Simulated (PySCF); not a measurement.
**Working with the constants of HI**

RHF-CCSD(T) constants of HI, ¹Σ⁺ (singlet), closed shell (basis H def2-SVPD, I def2-SVPD with ECP28; scalar-relativistic core potentials; PySCF 2.14; masses 1.0078 and 126.9045 u):

| Quantity | Value |
| --- | --- |
| ωe | 2325.8 cm⁻¹ |
| ωexe | 40.5 cm⁻¹ |
| Be | 6.4662 cm⁻¹ |
| αe | 0.166 cm⁻¹ |
| De to H + I | 3.28 eV |

What force constant and bond length do these constants imply?

Reduced mass μred = 0.99988 u; k = 5.8918×10⁻⁷·μred·ωe² (u, cm⁻¹, mdyn/Å) = 3.19 mdyn/Å; Re = √(16.8576/(μred·Be)) (u, cm⁻¹, Å) = 1.615 Å.

Estimate the centrifugal constant D from the Kratzer relation and find the Dunham coefficient a1.

D = 4Be³/ωe² = 0.000200 cm⁻¹; a1 = −1 − αeωe/(6Be²) = -2.54.

Measured values (Huber and Herzberg, Constants of Diatomic Molecules (1979)): ωe = 2309.014 cm⁻¹, ωexe = 39.6435 cm⁻¹, αe = 0.16886 cm⁻¹.

Correlated steps freeze 4 core orbitals. Correlated levels converge slowly with the basis: in double zeta they bind strong bonds too weakly, by up to about 1 eV, and carry superposition errors of some tenths. These are scalar-relativistic numbers at best; spin–orbit coupling would shift them, the dissociation energy most. Where the molecule has an RHF reference, its open-shell atoms are computed with UHF.
